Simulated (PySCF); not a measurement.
HCoN at several levels of theory

All levels use the PBE0 minimum (quartet; Co–H 1.499 Å, Co–N 1.571 Å; H–Co–N 99.0°), basis [Co def2-TZVP, N def2-TZVP, H def2-TZVP], no relativity, density fitting, no spin–orbit coupling, PySCF. For vertical energies the ionised species is a triplet (spins chosen at PBE0 and kept) and the electron-attached one a triplet. Atomisation goes to high-spin ground-configuration atoms, without zero-point energy. Open shells are unrestricted, also as the reference of the correlated levels. A dash marks a value that was not computed or is not defined at that level.

```tsv
level	atomisation (kJ/mol)	vertical IP (eV)	vertical EA (eV)	−ε(HOMO) (eV)	dipole (D)
PBE0	464	9.60	0.83	7.08	3.57
HF	-240	8.12	0.68	9.56	4.03
MP2	426	10.48	-0.42	–	–
PBE	681	9.22	1.31	5.24	3.06
CCSD(T)	437	8.90	–	–	–
```

For HCoN itself CCSD(T) correlates 23 electrons; T1 = 0.097, D1 = 0.432, (T) = -107 kJ/mol. T1 is large, so the single-reference value is itself in doubt.

Task: Which levels differ least and most from CCSD(T) in the atomisation?

Result: Least: MP2 (-11 kJ/mol); most: HF (-677 kJ/mol). CCSD(T) atomisation energies in a triple-zeta basis lie tens of kJ/mol low, so this is no ranking by accuracy.

Spin contamination in at least one species weakens the values at: PBE0, HF, MP2, CCSD(T).

Without diffuse functions attachment energies tend to come out too low.

Other spin states or occupations of the open shell can lie lower.
